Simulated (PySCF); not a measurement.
Species: C5H7F3Si.
Numbering: `[CH2:1]=[C:2]([CH2:3][SiH3:4])[C:5]([F:6])=[C:7]([F:8])[F:9]` (hydrogens: H10, H11 on C1; H12, H13 on C3; H14, H15, H16 on Si4)

The closed-shell SCF was solved with PySCF and density fitting under several settings on one GFN2-xTB geometry (grid level 2 and gas phase unless stated).

| settings | basis functions | SCF cycles | E (Eh) | HOMO (eV) | LUMO (eV) | dipole (D) |
| --- | --- | --- | --- | --- | --- | --- |
| PBE0/pcSseg-1 | 195 | 14 | -783.0014 | -6.84 | -1.04 | 1.88 |
| PBE0/def2-SVPD | 249 | 14 | -782.6292 | -6.92 | -1.13 | 1.94 |

Q: Estimate the row for these settings: B3LYP/pcseg-1.

A: 
```json
{"settings": "B3LYP/pcseg-1", "basis functions": "165", "SCF cycles": "14", "E (Eh)": "-783.6134", "HOMO (eV)": "-6.63", "LUMO (eV)": "-1.23", "dipole (D)": "1.91"}
```

Q: Over all rows, what range does the HOMO–LUMO gap span?

A: From 5.40 eV (B3LYP/pcseg-1) to 5.80 eV (PBE0/pcSseg-1). The functional of the narrowest has 20 % exact exchange, that of the widest 25 % exact exchange.

Q: And the dipole moment?

A: From 1.88 D (PBE0/pcSseg-1) to 1.94 D (PBE0/def2-SVPD); the largest is 1.03 times the smallest, and the median is 1.91 D.

Q: Compare two rows with the functional PBE0: PBE0/pcSseg-1 and PBE0/def2-SVPD. Which energy is lower, and by how much?

A: PBE0/pcSseg-1 (195 functions) lies 0.3722 Eh or 234 kcal/mol below PBE0/def2-SVPD (249 functions). The smaller set gives the lower energy; the two sets aren't nested, so the variational bound doesn't order them by size.

Whole jobs, the steps after the SCF included, on one thread of an Arm Neoverse V1 (shared host):

```tsv
settings	work after the SCF	wall time	peak memory
PBE0/pcSseg-1	shieldings, charges and field gradients	34 s	0.86 GiB
PBE0/def2-SVPD	6 singlets by full TDDFT, 2 Tamm–Dancoff triplets, polarisability	61 s	1.0 GiB
B3LYP/pcseg-1	spin–spin couplings from 11 perturbed nuclei, spin–dipole term for 4 of them	55 s	0.89 GiB
```

Cycle counts include a coarse-grid stage where the run had one.

Conformer computed: `[CH2:1]=[C:2]([CH2:3][SiH3:4])[C:5]([F:6])=[C:7]([F:8])[F:9]`: C1–C2–C3–Si4 98°, C1–C2–C5–F6 -3°.

One conformer stands for the species.
